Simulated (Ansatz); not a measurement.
System: sum formula GaBrF$_{2}$, net charge 0, singlet state. 
Structure (B3LYP-D3(BJ)/def2-TZVP (Ansatz, a first-principles code) minimum search):
```
Ga
F 1 1.7413
F 1 1.7413 2 115.75
Br 1 2.2527 2 122.13 3 180.00
```
Charge 0, spin multiplicity 1.

Parts of the frozen-core correlation energy in aug-cc-pVQZ (Ansatz, hartree). Frozen orbitals: 30; correlated occupied orbitals by spin: 12 and 12; virtual: 304 and 304. Spin-orbit coupling is left out. Non-relativistic.

```json
[
 {"term": "reference (HF)", "value": "-4694.88142"},
 {"term": "MP2 opposite-spin", "value": "___"},
 {"term": "MP2 same-spin", "value": "___"},
 {"term": "CCSD correlation", "value": "-0.82307"},
 {"term": "(T)", "value": "___"},
 {"term": "T1 diagnostic", "value": "0.013"},
 {"term": "largest doubles amplitude", "value": "0.020"}
]
```

Problem. What belongs in the gaps?

Solution. 
- MP2 opposite-spin, value: -0.61505
- MP2 same-spin, value: -0.20431
- (T), value: -0.03028
